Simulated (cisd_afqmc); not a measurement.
Input (AFQMC/CISD/def2-TZVPP; cisd_afqmc is a phaseless AFQMC code with CISD trial states that reads the integrals written by Ansatz):

Ansatz 0.2 input:
```python
import cisd_afqmc

open("ham.yaml", "w").write("""\
crystal:
  periodic: [false, false, false]
  atoms:
    - {symbol: Ru, position_ang: [-0.00000000, 0.00000000, 0.00000000]}
    - {symbol: O, position_ang: [1.16936366, 0.66901098, -1.00124152]}
    - {symbol: O, position_ang: [0.74524416, -0.86478918, 1.23053747]}
    - {symbol: O, position_ang: [-0.97929323, -1.02950353, -0.89363242]}
    - {symbol: O, position_ang: [-0.93531459, 1.22528173, 0.66433647]}
basis:
  gaussian:
    orbitals: def2-TZVPP
magnetization: {spin_polarized: false}
correlation: {method: ccsd, electrons: outside_noble_gas, hamiltonian_folder: ham}
""")
rep = cisd_afqmc.ansatz("ham.yaml")
e_ccsd = rep["correlation"]["coupled_cluster"]["energy"]["hartree"]
out = cisd_afqmc.run("ham", e_ccsd, trial="CISD", walkers=1000, populations=1, threads=12, dt=0.005, steps=40, early=36, settle=10, least=100,
    cut=5e-5, rank_cut=2e-4, target=0.0007, seconds=1500, seed=4, memory=62639, gpu=True)
```

Output:

```
 206.0  -394.87689
 208.0  -394.87026
 210.0  -394.88514
 212.0  -394.88357
 214.0  -394.87724
 216.0  -394.89116
 218.0  -394.89413
 220.0  -394.86649
 222.0  -394.87342
 224.0  -394.87129
 226.0  -394.89432
 228.0  -394.90947
 230.0  -394.88486
 232.0  -394.89468
 234.0  -394.87638
 236.0  -394.87768
 238.0  -394.88496
 240.0  -394.88671
 242.0  -394.88604
 244.0  -394.87588
 246.0  -394.88205
 248.0  -394.87809
 250.0  -394.88650
 252.0  -394.88127
 254.0  -394.89092
 256.0  -394.88848
 258.0  -394.89410
 260.0  -394.88308
 262.0  -394.89107
 264.0  -394.87707
 266.0  -394.89566
 268.0  -394.88971
 270.0  -394.89015
 272.0  -394.88579
 274.0  -394.89153
 276.0  -394.90062
 278.0  -394.88580
 280.0  -394.89292
 282.0  -394.87270
 284.0  -394.88020
 286.0  -394.87840
 288.0  -394.88217
 290.0  -394.87394
 292.0  -394.87765
 294.0  -394.88474
 296.0  -394.89951
 298.0  -394.88166
 300.0  -394.88600
 302.0  -394.87619
 304.0  -394.87384
 306.0  -394.88237
 308.0  -394.91032
 310.0  -394.87220
 312.0  -394.88043
 314.0  -394.88862
 316.0  -394.89111
 318.0  -394.89195
 320.0  -394.89295
 322.0  -394.89664
 324.0  -394.88130
 326.0  -394.88658
 328.0  -394.88548
 330.0  -394.89158
 332.0  -394.87451
 334.0  -394.87693
 336.0  -394.88638
 338.0  -394.88810
 340.0  -394.89372
blocks 1689 (1 outliers left out), error by blocks joined: 1: 0.00038, 2: 0.00047, 4: 0.00056, 8: 0.00064, 16: 0.00070
E(AFQMC/CISD) = -394.88361 +/- 0.00070
```

The run carries these doubts: large difference.
